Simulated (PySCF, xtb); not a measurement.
C₄H₅Si, SMILES C1=C[SiH]C=C1 (connectivity only; charge and spin as stated), charge +1, multiplicity 1.

Harmonic wavenumbers (cm⁻¹) from GFN2-xTB (xtb) at its own minimum, in rising order: 240, 374, 449, 480, 488, 612, 740, 776, 791, 836, 899, 908, 969, 1092, 1093, 1207, 1265, 1511, 1554, 2412, 3096, 3100, 3110, 3112.

**Question.** What does PySCF 2.14.0 with PBE0-D3(BJ)/def2-SVP give at its own minimum? (Estimate from the structure and the level; the computed values follow.)

**Answer.** 217, 313, 495, 553, 583, 681, 731, 770, 805, 918, 923, 1005, 1013, 1098, 1106, 1278, 1326, 1595, 1617, 2326, 3210, 3217, 3270, 3272. Paired by order, the mean absolute difference is 66 cm⁻¹ and the zero-point energies are 44.5 and 46.2 kcal/mol.
